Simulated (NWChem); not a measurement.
System: TiBrF₃; SMILES [F][Ti]([F])([Br])[F]

NWChem input:

```
start job
memory heap 200 mb stack 900 mb global 1100 mb
geometry units angstroms noautoz
  Ti     0.000000     0.000000    -0.729768
  F      1.277668    -0.990567    -1.318026
  F      0.219022     1.601776    -1.318026
  F     -1.496690    -0.611209    -1.318026
  Br     0.000000     0.000000     1.601443
end
basis spherical
  * library 6-31g*
end
dft
  xc m06-l
  grid xcoarse
  iterations 150
  mulliken
end
task dft gradient
```

Excerpt of the output:

```
             Northwest Computational Chemistry Package (NWChem) 7.3.0
             --------------------------------------------------------

 C3  symmetry detected

                             Geometry "geometry" -> ""
                             -------------------------

 Output coordinates in angstroms (scale by  1.889725989 to convert to a.u.)

  No.       Tag          Charge          X              Y              Z
 ---- ---------------- ---------- -------------- -------------- --------------
    1 Ti                  22.0000     0.00000000     0.00000000     0.78225499
    2 F                    9.0000    -0.21260567     1.60264046     1.37051299
    3 F                    9.0000     1.49423019    -0.61719832     1.37051299
    4 F                    9.0000    -1.28162452    -0.98544214     1.37051299
    5 Br                  35.0000     0.00000000     0.00000000    -1.54895601

 Effective nuclear repulsion energy (a.u.)     553.2676704358

      Symmetry information
      --------------------

 Group name             C3
 Group number              5
 Group order               3
 No. of unique centers     3

                                 NWChem DFT Module
                                 -----------------

 Summary of "ao basis" -> "ao basis" (spherical)
 ------------------------------------------------------------------------------
       Tag                 Description            Shells   Functions and Types
 ---------------- ------------------------------  ------  ---------------------
 Ti                          6-31g*                 12       34   5s4p2d1f
 F                           6-31g*                  6       14   3s2p1d
 Br                          6-31g*                 12       32   5s4p3d

      Symmetry analysis of basis
      --------------------------

        a          40
        e+         34
        e-         34

  Rotation of axis

            General Information
            -------------------
          SCF calculation type: DFT
          Wavefunction type:  closed shell.
          No. of atoms     :     5
          No. of electrons :    84
           Alpha electrons :    42
            Beta electrons :    42
          Charge           :     0
          Spin multiplicity:     1
          Use of symmetry is: on ; symmetry adaption is: on
          Maximum number of iterations: 150
          AO basis - number of functions:   108
                     number of shells:    42
          Convergence on energy requested:  1.00D-06
          Convergence on density requested:  1.00D-05
          Convergence on gradient requested:  5.00D-04

              XC Information
              --------------
                        M06-L Method XC Functional
                         M06-L Exchange Functional  1.000
                       M06-L Correlation Potential  1.000

             Grid Information
             ----------------
          Grid used for XC integration:  xcoarse
          Radial quadrature: Mura-Knowles
          Angular quadrature: Lebedev.
          Tag              B.-S. Rad. Rad. Pts. Rad. Cut. Ang. Pts.
          ---              ---------- --------- --------- ---------
          Ti                  1.40       75           8.0       194
          F                   0.50       21           9.0       194
          Br                  1.15       75          10.0       194
          Grid pruning is: on
          Number of quadrature shells:   171
          Spatial weights used:  Erf1

      Superposition of Atomic Density Guess
      -------------------------------------

 Sum of atomic energies:       -3718.50548418

      Non-variational initial energy
      ------------------------------

 Total energy =   -3718.375356
 1-e energy   =   -6264.361848
 2-e energy   =    1992.718822
 HOMO         =      -0.429151
 LUMO         =      -0.013966

      Symmetry analysis of molecular orbitals - initial
      -------------------------------------------------

  Numbering of irreducible representations:

     1 a           2 e+          3 e-

  Orbital symmetries:

     1 a           2 a           3 a           4 a           5 e+
     6 e+          7 a           8 e+          9 e+         10 a
    11 a          12 e+         13 e+         14 a          15 a
    16 e+         17 e+         18 a          19 e+         20 e+
    21 e+         22 e+         23 a          24 e+         25 e+
    26 a          27 a          28 e+         29 e+         30 a
    31 e+         32 e+         33 a          34 e+         35 e+
    36 a          37 a          38 e+         39 e+         40 a
    41 e+         42 e+         43 a          44 a          45 e+
    46 e+         47 e+         48 e+         49 a          50 e+
    51 e+         52 a

     ---------------------------------------------
      Total Density - Mulliken Population Analysis
     ---------------------------------------------

    Atom       Charge   Shell Charges
 -----------   ------   -------------------------------------------------------
    1 Ti  22    19.06   2.00  2.00  6.00  2.00  6.00  0.19  0.19  0.04  0.03  0.21  0.39  0.02
    2 F    9     9.78   2.00  0.96  3.57  1.02  2.22  0.01
    3 F    9     9.78   2.00  0.96  3.57  1.02  2.22  0.01
    4 F    9     9.78   2.00  0.96  3.57  1.02  2.22  0.01
    5 Br  35    35.59   2.00  2.00  6.00  2.00  5.99  1.56  4.08  0.38  1.58  6.97  2.93  0.12

   convergence    iter        energy       DeltaE   RMS-Dens  Diis-err
 ---------------- ----- ----------------- --------- --------- ---------
 d= 0,ls=0.0,diis     1  -3722.4196972220 -4.28D+03  4.82D-02  3.18D+00
 d= 0,ls=0.5,diis     2  -3703.1189561517  1.93D+01  1.10D-02  1.64D+02
 d= 0,ls=0.5,diis     3  -3709.5613234923 -6.44D+00  5.27D-03  1.29D+02
 d= 0,ls=0.5,diis     4  -3712.2130714656 -2.65D+00  5.64D-03  1.11D+02
 d= 0,ls=0.5,diis     5  -3715.1075089450 -2.89D+00  6.11D-03  8.33D+01
 d= 0,ls=0.5,diis     6  -3717.5071157383 -2.40D+00  4.64D-03  6.05D+01
 d= 0,ls=0.5,diis     7  -3719.0059713621 -1.50D+00  3.88D-03  4.46D+01
 d= 0,ls=0.5,diis     8  -3720.0672537016 -1.06D+00  4.55D-03  3.27D+01
 d= 0,ls=0.5,diis     9  -3721.1774103817 -1.11D+00  6.72D-03  1.95D+01
 d= 0,ls=0.5,diis    10  -3722.4295384198 -1.25D+00  5.35D-03  4.58D+00
 d= 0,ls=0.5,diis    11  -3722.8484001000 -4.19D-01  2.88D-03  5.50D-01
 d= 0,ls=0.5,diis    12  -3722.9249500307 -7.65D-02  1.53D-03  4.78D-02
  Resetting Diis
 d= 0,ls=0.5,diis    13  -3722.9376551358 -1.27D-02  9.87D-04  1.51D-02
 d= 0,ls=0.5,diis    14  -3722.9387899575 -1.13D-03  1.08D-03  1.08D-02
 d= 0,ls=0.5,diis    15  -3722.9410381727 -2.25D-03  5.83D-04  1.25D-02
 d= 0,ls=0.5,diis    16  -3722.9426952542 -1.66D-03  4.57D-04  3.71D-03
 d= 0,ls=0.5,diis    17  -3722.9434944810 -7.99D-04  2.81D-04  8.83D-04
 d= 0,ls=0.5,diis    18  -3722.9437793922 -2.85D-04  1.75D-04  2.17D-04
 d= 0,ls=0.5,diis    19  -3722.9438972820 -1.18D-04  1.22D-04  1.52D-04
 d= 0,ls=0.5,diis    20  -3722.9439629976 -6.57D-05  8.82D-05  8.78D-05
 d= 0,ls=0.5,diis    21  -3722.9439986477 -3.57D-05  6.37D-05  4.87D-05
 d= 0,ls=0.5,diis    22  -3722.9440181941 -1.95D-05  4.70D-05  2.81D-05
 d= 0,ls=0.5,diis    23  -3722.9440290808 -1.09D-05  3.46D-05  1.71D-05
 d= 0,ls=0.5,diis    24  -3722.9440351336 -6.05D-06  2.54D-05  1.04D-05
 d= 0,ls=0.5,diis    25  -3722.9440385064 -3.37D-06  1.87D-05  5.98D-06
 d= 0,ls=0.5,diis    26  -3722.9440403683 -1.86D-06  1.39D-05  3.65D-06
 d= 0,ls=0.5,diis    27  -3722.9440414379 -1.07D-06  1.04D-05  2.19D-06
 d= 0,ls=0.5,diis    28  -3722.9440420459 -6.08D-07  7.77D-06  1.36D-06

         Total DFT energy =    -3722.944042392326
      One electron energy =    -6266.881198813059
           Coulomb energy =     2155.474180224196
    Exchange-Corr. energy =     -164.804694239304
 Nuclear repulsion energy =      553.267670435841

 Numeric. integr. density =       83.997082924377

                  Occupations of the irreducible representations
                  ----------------------------------------------

                     irrep           alpha         beta
                     --------     --------     --------
                     a                18.0         18.0
                     e+               24.0         24.0
                     e-                0.0          0.0

                       DFT Final Molecular Orbital Analysis
                       ------------------------------------

 Vector   40  Occ=2.000000D+00  E=-3.439230D-01  Symmetry=a
              MO Center= -4.5D-15,  3.3D-16, -1.3D+00, r^2= 2.0D+00
   Bfn.  Coefficient  Atom+Function         Bfn.  Coefficient  Atom+Function
  ----- ------------  ---------------      ----- ------------  ---------------
    89      0.712417  5 Br pz                85     -0.321472  5 Br pz
    93      0.223128  5 Br pz                20      0.203172  1 Ti d  0
    10     -0.165139  1 Ti s                 86      0.142145  5 Br s
    25      0.140021  1 Ti d  0              13     -0.139038  1 Ti pz
     9      0.125714  1 Ti pz                 6      0.109942  1 Ti s

[...]

                         DFT ENERGY GRADIENTS

    atom               coordinates                        gradient
                 x          y          z           x          y          z
   1 Ti      0.000000   0.000000   1.478248    0.000000   0.000000   0.006397
   2 F      -0.401766   3.028551   2.589894    0.001816  -0.012663  -0.004528
   3 F       2.823686  -1.166336   2.589894   -0.011874   0.004758  -0.004528
   4 F      -2.421919  -1.862216   2.589894    0.010058   0.007904  -0.004528
   5 Br      0.000000   0.000000  -2.927102   -0.000000   0.000000   0.007186
```

Level: M06-L/6-31G* (spherical d). All runs use the structure optimised with PBE0/def2-SVP.
